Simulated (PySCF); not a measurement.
## Telling isomers of C₅H₁₀N₂ apart by NMR

Non-relativistic Hamiltonian, no solvent, one conformer, rapidly exchanging positions averaged. J couplings at B3LYP/pcJ-1 (spin–dipole term left out of most H,H and C,H couplings); shieldings: GIAO PBE0/pcSseg-1; structure optimised with PBE0-D3(BJ)/def2-SVP; PySCF 2.14.

Chemical shifts δ = σref − σ; ¹H (σref 31.27), ¹³C (σref 184.41) against TMS, all at this level. Multiplet labels drop J under 1 Hz and among equivalent protons, and merge close values. Unscaled 3J(H,H) run several per cent high. Vicinal couplings that depend on rotamer populations or ring flexing (ring, CH–CH, X–H and H–F types) are those of the one conformer. Shifts are as computed. Against solution values, carbons near 30 ppm lie about +2 ppm off and those near 130 ppm about +5 ppm. Of 1313 compounds with measured shifts, 239 miss one by over three times the rms of a fit or turn the order of signals round; such compounds aren't used in these exercises. OH and NH positions are gas-phase values without hydrogen bonding to other molecules.

(1) Tabulate the signals of `CC1=NNC[C@H]1C`, `C=N/N=C(\C)CC`, `CCN1CCC=N1` and their relative energies.

(2) What is the quickest way to tell CC1=NNC[C@H]1C from C=N/N=C(\C)CC?

(3) What is the quickest way to tell C=N/N=C(\C)CC from CCN1CCC=N1?

(4) What is the quickest way to tell CC1=NNC[C@H]1C from CCN1CCC=N1?

Answers

(1) 
```json
{"SMILES": "CC1=NNC[C@H]1C", "carbon types": "1×C 1×CH 1×CH2 2×CH3", "δC": "152.0, 58.3, 43.3, 16.8, 15.5", "δH": "4.17 (br s, 1H), 3.43 (m, 1H), 2.57 (m, 1H), 2.54 (m, 1H), 1.85 (d, 3H), 1.09 (m, 3H)", "E rel. (kcal/mol)": "0.0"}
{"SMILES": "C=N/N=C(\\C)CC", "carbon types": "1×C 2×CH2 2×CH3", "δC": "160.4, 138.4, 35.2, 16.0, 13.3", "δH": "6.58 (m, 1H), 6.58 (m, 1H), 2.14 (q, 2H), 1.68 (s, 3H), 1.13 (t, 3H)", "E rel. (kcal/mol)": "16.8"}
{"SMILES": "CCN1CCC=N1", "carbon types": "1×CH 3×CH2 1×CH3", "δC": "138.4, 47.9, 46.8, 35.9, 8.1", "δH": "6.30 (t, 1H), 3.27 (q, 2H), 2.93 (m, 2H), 2.52 (m, 2H), 0.87 (t, 3H)", "E rel. (kcal/mol)": "7.5"}
```

Energies are electronic energies at PBE0/pcSseg-1 on these geometries, without zero-point or thermal terms, each for the one conformer computed, which needn't be the lowest.

(2) Both give the same number of carbon signals, but DEPT or the intensities differ. The first has an sp3 CH in a ring at 43.3 ppm, the second a C=N carbon (CH2) at 138.4 ppm. Their most deshielded carbons lie at 152.0 and 160.4 ppm. In the proton spectra the most deshielded non-exchanging signals are 3.43 (m, 1H) and 6.58 (m, 1H).

(3) Both give the same number of carbon signals, but DEPT or the intensities differ. The first has a C=N carbon (C) at 160.4 ppm, the second a C=N carbon (CH) at 138.4 ppm.

(4) Both give the same number of carbon signals, but DEPT or the intensities differ. The first has a C=N carbon (C) at 152.0 ppm, the second a C=N carbon (CH) at 138.4 ppm. In the proton spectra the most deshielded non-exchanging signals are 3.43 (m, 1H) and 6.30 (t, J = 2.5 Hz, 1H).
